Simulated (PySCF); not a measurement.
formic acid (CH$_{2}$O$_{2}$), singlet, at a GFN2-xTB geometry.

Here is a job for PySCF.
```python
from pyscf import gto, scf, dft
from pyscf.prop import polarizability

mol = gto.M(
    atom='''
O    -1.016135   -0.435064    0.000080
C    -0.001727    0.412940   -0.007311
O     1.152871    0.114081    0.006617
H    -0.699045   -1.354439    0.018703
H    -0.384483    1.444668   -0.028412
''',
    basis='def2-svp',
    charge=0,
    spin=0,
    verbose=4,
)

mf = dft.RKS(mol)
mf.xc = 'pbe0'
mf.kernel()
alpha = mf.Polarizability().polarizability()[2, 2]
print('alpha_zz =', alpha)
```

Q: Predict the HOMO energy from PySCF with PBE0/def2-SVP, polarisability.

A: -8.27 eV

Q: Estimate the HOMO-LUMO gap that PBE0/def2-SVP, polarisability returns for this input.

A: 8.59 eV

Q: What is the computed nuclear repulsion energy (PBE0/def2-SVP, polarisability)?

A: 70.7469 Eh
